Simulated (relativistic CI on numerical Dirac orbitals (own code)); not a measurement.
A reference radial Dirac CI calculation of Co3+ gave the lowest total energy -1389.24226 Ha in 12 SCF steps, from this input:

```
atom Co  Z=27  charge=3  electrons=24
nucleus A=59  rms_radius_fm=3.7875
hamiltonian dirac-coulomb  breit=on  qed=on  c_scale=1
orbitals kli  potential=per-configuration
slater_scale 1
correlation none
mixing on
grid step=0.0125 r_max=25.7
scf mixing=0.4 start=green max_iterations=150 tolerance=2e-08 node_fill=0.05
configurations
  [Ar] 3d6
end
```

One setting was then changed, and the output read:

```
SCF 1: [Ar] 3d6
 iter      energy (Ha)   residual   last orbital (Ha)
    1     -1375.430803   1.95e+00     -4.66057
    2     -1384.824162   7.08e-01     -2.77723
    3     -1385.977904   7.87e-02     -1.99679
    4     -1386.033867   8.77e-02     -2.14251
    5     -1386.050127   1.94e-02     -2.06619
    6     -1386.050600   3.35e-04     -2.04027
    7     -1386.050583   7.31e-04     -2.03895
    8     -1386.050619   6.01e-05     -2.03980
    9     -1386.050622   1.21e-05     -2.03990
   10     -1386.050622   1.20e-07     -2.03988
   11     -1386.050622   3.13e-08     -2.03988
   12     -1386.050622   8.23e-10     -2.03988
orbital energies (Ha): 2s -34.6272  2p1/2 -30.2871  2p3/2 -29.9416  3s -5.5324  3p1/2 -4.2251  3p3/2 -4.1817  3d3/2 -2.0451  3d5/2 -2.0399
configuration averages (Ha): Dirac-Coulomb, Breit, QED
  3d6                          -1386.050622    0.338787    0.333861
levels: no., configuration, term, J, E (cm-1), weight
   1 3d6                    5D   4                0.0  1.00
   2 3d6                    5D   3              395.1  1.00
   3 3d6                    5D   2              677.1  1.00
   4 3d6                    5D   1              859.6  1.00
   5 3d6                    5D   0              949.4  1.00
   6 3d6                    3H   6            25736.4  1.00
   7 3d6                    3H   5            25978.0  1.00
   8 3d6                    3H   4            26165.9  0.99
   9 3d6                    3P   2            28455.4  1.00
  10 3d6                    3P   1            29594.8  1.00
  11 3d6                    3F   4            29634.0  0.97
  12 3d6                    3F   3            29848.5  0.98
  13 3d6                    3F   2            30000.1  1.00
  14 3d6                    3P   0            30086.8  1.00
lowest total energy -1385.559211 Ha
end: converged
```

**Question.** Which setting was changed?
A. SCF mixing
B. speed of light
C. node fill of the KLI weights
D. SCF tolerance

**Answer.** B. The speed of light × 1.25.
